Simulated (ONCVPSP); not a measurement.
# Reading a pseudo-wave (O)

Columns: radius, all-electron u(r) and pseudo u(r) of the 2p shell (level -9.40 eV) of oxygen in the configuration [He] 2s1 2p5; PBEsol, non-relativistic, ONCV scheme, ONCVPSP 4.0.1.

```tsv
r (bohr)	all-electron	pseudo
0.090	0.0868	0.0385
0.180	0.2518	0.1454
0.270	0.4205	0.2984
0.360	0.5646	0.4682
0.450	0.6767	0.6262
0.540	0.7572	0.7517
0.630	0.8093	0.8354
0.720	0.8377	0.8781
0.810	0.8471	0.8877
0.900	0.8421	0.8745
0.990	0.8262	0.8480
1.080	0.8027	0.8152
1.170	0.7738	0.7799
1.260	0.7414	0.7439
1.350	0.7069	0.7077
1.440	0.6714	0.6716
1.530	0.6356	0.6356
1.620	0.6001	0.6001
1.710	0.5653	0.5653
1.800	0.5315	0.5315
1.890	0.4989	0.4989
1.980	0.4677	0.4677
2.070	0.4379	0.4379
2.160	0.4096	0.4096
2.250	0.3828	0.3828
2.340	0.3575	0.3575
```

Task: How many radial nodes do the two functions have?

Result: The all-electron 2p function has n − l − 1 = 0; the pseudo-wave has 0.

Task: At about which radius was the pseudo-wave matched?

Result: 1.70 bohr. The columns agree to 0.0005 from 1.44 bohr on; several derivatives are matched, so the curves merge somewhat inside the radius.

Task: Is the pseudo-wave norm-conserving?

Result: Yes: the ONCV scheme keeps the norm inside the radius equal to the all-electron one, which fixes the energy derivative of the logarithmic derivative at the level.
